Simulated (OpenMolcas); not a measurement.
**What dynamic correlation does to the levels of Ir2+**

```json
{
  "Program": "OpenMolcas",
  "Basis": "ANO-RCC-VDZP [7s6p4d2f]",
  "Scalar Hamiltonian": "DKH2, point nucleus",
  "Active space": "7 electrons in 6 orbitals (5d 6s)",
  "State averaging": "2S+1 = 4 even, 77 roots (60 in the spin-orbit step); 2S+1 = 6 even, 6 roots kept (CI in the orbitals of an earlier block); 2S+1 = 2 even, 147 roots kept (CI in the orbitals of an earlier block, 129 in the spin-orbit step)",
  "Spin-orbit coupling": "RASSI with atomic mean-field integrals over the reference wave functions, term energies averaged over their components"
}
```

Methods on the same reference wave functions:
A. CASSCF
B. SS-CASPT2, IPEA 0.25 Eh, imaginary shift 0.1 Eh (closed shells correlated: 5s 5p)
C. MS-CASPT2, IPEA 0.25 Eh, imaginary shift 0.1 Eh (closed shells correlated: 5s 5p)

Energies in cm⁻¹ above 5d⁷ ⁴F_9/2.

```
                  Level      A      B      C
             5d⁷ ⁴F_9/2    0.0    0.0    0.0
             5d⁷ ⁴F_7/2   8292   8440   8470
      5d⁷ ⁴F_5/2 [50 %]  10229   9430   9450
          5d⁶ 6s ⁶D_9/2  10798  13250  13280
      5d⁷ ⁴P_5/2 [61 %]  13788  13190  13480
          5d⁶ 6s ⁶D_7/2  15722  18220  18220
      5d⁷ ²G_9/2 [60 %]  18371  17310  17320
      5d⁷ ⁴P_1/2 [53 %]  18372  17410  17390
   5d⁶ 6s ⁶D_5/2 [67 %]  18904  20650  20430
   5d⁶ 6s ⁶D_3/2 [71 %]  19571  21430  21610
   5d⁶ 6s ⁶D_1/2 [54 %]  21667  23040  23010
      5d⁷ ²G_7/2 [72 %]  23518  22120  22150
            5d⁷ ²H_11/2  25016  23660  23690
   5d⁷ ²D_5/2(1) [70 %]  26907  25200  25280
5d⁶ 6s ⁴D_7/2(1) [58 %]  29066  28590  28600
      5d⁷ ²P_1/2 [61 %]  31295  29090  29060
      5d⁷ ²F_5/2 [57 %]  32349  29650  29660
      5d⁷ ²H_9/2 [72 %]  33238  31940  31960
  5d⁶ 6s ⁴H_11/2 [55 %]  34714  36190  36220
         5d⁶ 6s ⁴H_13/2  35169  36850  36870
5d⁶ 6s ⁴D_1/2(1) [63 %]  38995  38160  38150
5d⁶ 6s ⁴F_3/2(1) [55 %]  42077  41770  41900
5d⁶ 6s ⁴D_3/2(2) [55 %]  49675  49120  49240
         5d⁶ 6s ²I_13/2  53471  54500  54530
```

Between B and C the level of the table that moves most is 5d⁷ ⁴P_5/2 [61 %], by 290 cm-1 (lowest in B, highest in C). Moves below CASPT2's spread within the term are not significant.

From A to B the spin-free energies of the other terms of 5d⁷ shown, above ⁴F, scale by factors of 0.81 to 0.91, as is usual when dynamic correlation screens the repulsion within a d or f shell.

The lowest spin-free term lies below A's lowest term by 0.261 hartree in B, 0.261 hartree in C.

CASPT2 breaks the degeneracy within a term, and the mean is taken; among the terms shown or strongly mixed into the levels shown the widest spread is 890 cm-1 (5d⁷ ⁴F, C). Some high roots are left out of the spin-orbit mixing, which shifts the levels that they would mix with. Terms from blocks run as CI alone lack orbitals of their own. Configurations are named by rounded mean occupations; where the s occupation lies near a half they are strongly mixed, a name can repeat and a true partner stay unpaired. A single d shell beside an s shell can misplace configurations of different d count against each other. Without dynamic correlation excited terms often stand tens of per cent too high (terms of higher spin than the ground term too low), and those without a measured partner can miss by more than the paired ones (holds for A). Blocks of more than 70 roots (2S+1 = 2 even) ran without multistate coupling (holds for C). Only configurations of the active space appear. The table leaves out levels that lie high or whose names do not pair safely across all columns.

A share in square brackets marks a mixed level and gives the weight of the term that names it, the lowest over the columns. A number in round brackets counts repeated terms of one configuration in the order of the reference energies.
